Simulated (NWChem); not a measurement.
**Correlation energy of silanone (H2OSi)**

```xyz
4

Si     0.0000     0.0000     0.4410
O      0.0000     0.0000    -1.0911
H     -1.2354     0.0000     1.2774
H      1.2354     0.0000     1.2774
```
Charge 0, spin multiplicity 1.

The numbers come from NWChem runs, not from measurements. All single points use one geometry, from PBE0/def2-SVP, a minimum by its harmonic frequencies.

Basis set: cc-pVTZ. Each correlation energy counts from its own Hartree-Fock reference.

The correlated methods keep 6 core orbitals frozen. Coupled-cluster values serve here as a point of comparison, not as the truth.

One of these methods gave a correlation energy of -387.5 mHa. Which?
(A) CR-CCSD[T]
(B) CCSD
(C) CCSD(T)
(D) SCS-MP2

A, CR-CCSD[T]. The others give -363.1 (SCS-MP2), -373.2 (CCSD), -389.3 (CCSD(T)).
